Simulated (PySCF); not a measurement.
# B²⁺ (boron, charge +2) across methods

[He] 2p1, 2P determinant (an excited configuration). Calculation: PySCF 2.14, in aug-cc-pVDZ-DK (4s3p2d, 23 functions); scalar relativity by spin-free X2C-1e.

```csv
method,E (hartree),mean ε 1s α (eV),mean ε 1s β (eV),mean ε 2p α (eV),Σ⟨r²⟩ (bohr²),⟨S²⟩
HSE06,-23.2006,-218.10,-217.56,-27.723,3.376,0.750
TPSSh,-23.2398,-216.06,-215.55,-27.443,3.366,0.750
B3LYP,-23.2354,-217.46,-217.02,-27.955,3.356,0.750
LDA,-22.9363,-208.75,-208.22,-26.447,3.390,0.750
PBE,-23.1924,-211.16,-210.65,-26.819,3.377,0.750
PBE0,-23.1965,-218.50,-217.96,-28.115,3.380,0.750
r2SCAN,-23.2258,-214.23,-213.79,-27.068,3.355,0.750
PBEsol,-23.0684,-209.84,-209.34,-26.580,3.389,0.750
UHF,-23.15419,-239.70,-239.08,-31.643,3.415,0.750
```
